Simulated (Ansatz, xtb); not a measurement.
**Isomers of B2ClFN in order of energy**

4 gas-phase structures of B2ClFN, found in a search over its isomers (lower ones may exist). Each was relaxed with GFN2-xTB:

A. `[N]=BB(F)Cl`, a doublet
B. `[B]=NB(F)Cl`, a doublet
C. `FB1[N]B1Cl`, a doublet
D. `F[B]N=BCl`, a doublet

Make a reasoned guess at their ranking by r2SCAN-D4/def2-SVP single-point energy.

Calculated order at r2SCAN-D4/def2-SVP: C (0.000), D (0.013), B (0.016), A (2.371) eV. Less than 1 kcal/mol parts C and D; D and B, so the order within those pairs means little.

Energies above the lowest of each column, in eV; the last columns are at B3LYP-D3(BJ)/6-311G** geometries and were run for some of them only (a dash: not run or not comparable):

```tsv
structure	GFN2-xTB	HF/STO-3G	r2SCAN-D4/def2-SVP	B3LYP-D3(BJ)/6-311G**	CCSD(T)/def2-SVP + ΔMP2/def2-TZVPP
C	0.603	0.547	0.000	0.000	0.000
D	0.000	0.568	0.013	0.025	0.045
B	0.332	0.000	0.016	0.106	0.037
A	1.929	1.883	2.371	–	–
```

CCSD(T)/def2-SVP + ΔMP2/def2-TZVPP puts C lowest of those it was run on, with B within 1 kcal/mol; GFN2-xTB picks D. CCSD(T)/def2-SVP + ΔMP2/def2-TZVPP orders those it was run on as C (0.000), B (0.037), D (0.045) eV. Less than 1 kcal/mol parts C and B; B and D, so the order within those pairs means little. Flexible structures stand in one conformer each, not always the lowest. Frequencies (B3LYP-D3(BJ)/6-311G**) were run for B, C, D alone. Open shells are spin-unrestricted, some with notable spin contamination. ΔMP2 is the change of the MP2 energy from the smaller to the larger basis.

Over these structures GFN2-xTB departs from r2SCAN-D4/def2-SVP by 0.343 eV on average once a common shift is removed. A GFN2-xTB relaxation took about 0.12 s and the r2SCAN-D4/def2-SVP energy about 2 s on a shared host (Ansatz 0.2.0, xtb 6.7.1 (Pople sets with spherical d functions)).
